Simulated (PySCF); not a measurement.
**A search over the determinants of BiP**

Unrestricted PBE0; PySCF, scalar-relativistic core potentials, basis sets Bi def2-TZVPP with ECP60, P def2-TZVPP. Outer shells of the fragments: Bi 5d10 6s2 6p3; P 3s2 3p3.

Followed along the bond (rough minima from three points):

```
2Ms+1  unpaired  ⟨S²⟩ at the start  R at minimum (Å)  Te (eV)
    1      none               0.00              2.26     0.00
    3      π ↑↑               2.17              2.46     1.44
    3      π ↑↑               2.01              2.45     1.98
    1      π ↑↓               1.01              2.45     2.11
    5    π ↑↑↑↑               6.01  none in the scan   ≤ 1.95
```

Solutions found at the starting distance of 2.525 Å, counted from the lowest of them; the search is not exhaustive and high or unbound solutions are not listed, so other states can lie among these:

```
2Ms+1    unpaired   term  E (eV)  ⟨S²⟩  ⟨Lz²⟩  μ (D)
    1        none    ¹Σ⁺    0.00  0.00   0.00  -2.39
    3        π ↑↑  mixed    0.86  2.17   2.01  -1.81
    3        π ↑↑  mixed    1.40  2.01   2.01  -2.00
    5      π ↑↑↑↑    ⁵Σ⁺    1.53  6.01   0.00  -1.08
    1        π ↑↓  mixed    1.54  1.01   2.05  -2.09
    3    σ ↑, π ↑     ³Π    2.08  2.02   1.02  -2.02
    1      π ↑↑↓↓  mixed    2.18  2.02   4.05  -1.07
    1    σ ↓, π ↑  mixed    2.27  1.09   1.03  -2.00
    5  σ ↑, π ↑↑↑     ⁵Π    2.62  6.01   1.01  -1.31
    3  σ ↓, π ↑↑↑  mixed    3.22  3.02   1.01  -1.51
```

A term symbol is given only where ⟨S²⟩ and ⟨Lz²⟩ are close to those of a pure state; real π, δ and φ orbitals otherwise mix terms. A positive dipole means Bi(−)P(+).

Task: Compare the gap between the two lowest followed solutions at the starting distance with the gap between their minima.

Result: At PBE0 the second solution (triplet, unpaired electrons π ↑↑) lies +0.86 eV from the first (singlet, closed shell) at 2.525 Å and +1.44 eV at the minima; the two curves relax by different amounts, since their minima lie near 2.46 and 2.26 Å.

Spin–orbit coupling is left out, which matters for elements this heavy, above all for dissociation energies.
